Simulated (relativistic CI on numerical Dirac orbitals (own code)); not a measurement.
# Line list: Electric-dipole lines, Pb⁶⁴⁺

These numbers are calculated, not measured: Dirac-Coulomb-Breit CI, orbitals from a KLI potential per configuration, model QED (radiative potential, 1s self-energy scaled to tabulated hydrogen-like ionisation energies), unscaled Slater integrals (own radial code, finite nucleus).

CI space (outside the closed core [Ne]): 3s²3p⁶, 3s²3p⁵3d, 3s3p⁶3d, 3s²3p⁵4s, 3s²3p⁵4p, 3s²3p⁵4d, 3s3p⁶4s, 3s²3p⁵4f, 3p⁶3d4p, 3s3p⁶4p, 3s3p⁶4d, 3s3p⁶4f, 3s²3p⁵5s, 3s²3p⁵5p, 3s²3p⁵5d, 3s²3p⁵5f, 3s²3p⁵5g, 3s3p⁶5s, 3s3p⁶5p, 3s3p⁶5d, 3s²3p⁵6s, 3p⁶3d², 3p⁵3d³, 3p⁵3d²4s, 3p⁵3d²4p, 3p⁵3d²4d, 3p⁶3d4s, 3p⁵3d4s², 3p⁵3d4s4p, 3p⁵3d4s4d, 3p⁶4s², 3p⁵4s²4p, 3p⁵4s²4d. Double excitations out of closed p, d and f shells are left out; levels of such configurations are missing from the list, as are those of other unlisted configurations, and high levels can miss mixing partners. These lack a partner that the ground configuration has and come out too high: 3s²3p⁵4f, 3s²3p⁵5s, 3s²3p⁵5p, 3s²3p⁵5d, 3s²3p⁵5f.

| λ vac (nm) | Lower | Upper | A (s⁻¹) | log gf | S velocity/length |
| --- | --- | --- | --- | --- | --- |
| 0.26274 | 3s²3p⁵3d ³F°3 [4] | 3s²3p⁵5f ³G4 [206] | 1.10e+14 | 0.01 | 0.98 |
| 0.26896 | 3s²3p⁵3d ³F°4 [6] | 3s²3p⁵5f ³G5 [209] | 1.11e+14 | 0.12 | 0.98 |
| 0.26983 | 3s²3p⁵3d ³D°3 [8] | 3s²3p⁵5f ³F4 [213] | 9.96e+13 | -0.01 | 0.98 |
| 0.30295 | 3s²3p⁶ ¹S0 [1] | 3s²3p⁵4d ³D°1 [172] | 1.25e+14 | -0.29 | 0.97 |
| 0.34780 | 3s²3p⁶ ¹S0 [1] | 3s²3p⁵4d ¹P°1 [151] | 3.26e+14 | 0.25 | 0.97 |
| 0.36550 | 3s²3p⁵3d ³F°2 [10] | 3s²3p⁵4f ³G3 [177] | 2.97e+14 | 0.62 | 0.99 |
| 0.36551 | 3s²3p⁵3d ³P°0 [2] | 3s²3p⁵4f ³D1 [155] | 1.53e+14 | -0.04 | 0.96 |
| 0.36588 | 3s²3p⁵3d ³F°3 [4] | 3s²3p⁵4f ³F3 [158] | 6.14e+13 | -0.06 | 0.96 |
| 0.36603 | 3s3p⁶3d ³D1 [14] | 3s3p⁶4f ³F°2 [185] | 2.69e+14 | 0.43 | 0.98 |
| 0.36608 | 3s²3p⁵3d ³P°1 [3] | 3s²3p⁵4f ³D2 [157] | 1.80e+14 | 0.26 | 0.97 |
| 0.36643 | 3s²3p⁵3d ³D°2 [5] | 3s²3p⁵4f ³F3 [158] | 2.35e+14 | 0.52 | 0.99 |
| 0.36651 | 3s²3p⁵3d ³F°3 [4] | 3s²3p⁵4f ³G4 [156] | 2.94e+14 | 0.73 | 0.99 |
| 0.36662 | 3s3p⁶3d ³D2 [15] | 3s3p⁶4f ³F°3 [186] | 2.91e+14 | 0.61 | 0.98 |
| 0.36700 | 3s²3p⁵3d ³P°1 [3] | 3s²3p⁵4f ³D1 [155] | 1.49e+14 | -0.04 | 0.96 |
| 0.36701 | 3s²3p⁵3d ³D°2 [5] | 3s²3p⁵4f ³D2 [157] | 9.99e+13 | 0.00 | 0.96 |
| 0.36925 | 3s²3p⁵3d ³D°1 [11] | 3s²3p⁵4f ³F2 [178] | 2.58e+14 | 0.42 | 0.99 |
| 0.37765 | 3s²3p⁵3d ³P°2 [12] | 3s²3p⁵4f ³D3 [179] | 2.96e+14 | 0.65 | 0.97 |
| 0.37798 | 3s²3p⁵3d ³F°4 [6] | 3s²3p⁵4f ³G5 [159] | 3.05e+14 | 0.86 | 1.00 |
| 0.37799 | 3s²3p⁵3d ³F°3 [13] | 3s²3p⁵4f ³G4 [180] | 3.06e+14 | 0.77 | 0.99 |
| 0.37800 | 3s3p⁶3d ³D3 [16] | 3s3p⁶4f ³F°4 [187] | 3.08e+14 | 0.77 | 0.98 |
| 0.37805 | 3s²3p⁵3d ¹D°2 [7] | 3s²3p⁵4f ¹F3 [160] | 2.58e+14 | 0.59 | 0.97 |
| 0.37888 | 3s²3p⁵3d ³D°3 [8] | 3s²3p⁵4f ³F4 [161] | 2.74e+14 | 0.72 | 0.99 |
| 0.37911 | 3s3p⁶3d ¹D2 [17] | 3s3p⁶4f ¹F°3 [188] | 2.94e+14 | 0.65 | 0.98 |
| 0.38225 | 3s²3p⁵3d ¹P°1 [9] | 3s²3p⁵4f ¹D2 [162] | 2.43e+14 | 0.43 | 1.00 |
| 0.90897 | 3s²3p⁵4f ³G5 [159] | 3s²3p⁵5g ³H°6 [219] | 8.08e+13 | 1.11 | 1.00 |
| 1.3844 | 3s²3p⁶ ¹S0 [1] | 3s²3p⁵3d ³D°1 [11] | 8.36e+12 | -0.14 | 0.83 |
| 1.3942 | 3p⁶3d² ¹G4 [22] | 3p⁵3d³ ¹G°4 [113] | 9.48e+12 | 0.40 | 0.86 |
| 1.4043 | 3p⁶3d² ³F4 [24] | 3p⁵3d³ ³G°5 [128] | 6.58e+12 | 0.33 | 0.96 |
| 1.4905 | 3s²3p⁵3d ³F°4 [6] | 3s3p⁶3d ³D3 [16] | 6.98e+12 | 0.21 | 0.97 |
| 1.4906 | 3s²3p⁵3d ³F°3 [4] | 3s3p⁶3d ³D2 [15] | 7.59e+12 | 0.10 | 0.95 |

Terms are leading LS components. Brackets give the number of a level in order of energy, since labels repeat. The list gives strong lines, with weight on those to low levels, among the lowest 400 of 1357 levels, so that lines to higher ones, which can be the strongest, are missing. Levels whose partners in the same complex of configurations lie outside the list can be far off, and so can their lines. Rates are taken at the computed energies, electric ones in the length gauge. A velocity-to-length ratio far from 1 marks an uncertain rate.

At this charge energies of transitions that change n are usually good to better than 1 %, and those within a shell (Δn = 0) to a few per cent.

LS names give the leading component of a level, which can be under half, so a name can repeat, a term be missing and a line seem to break the LS rules.
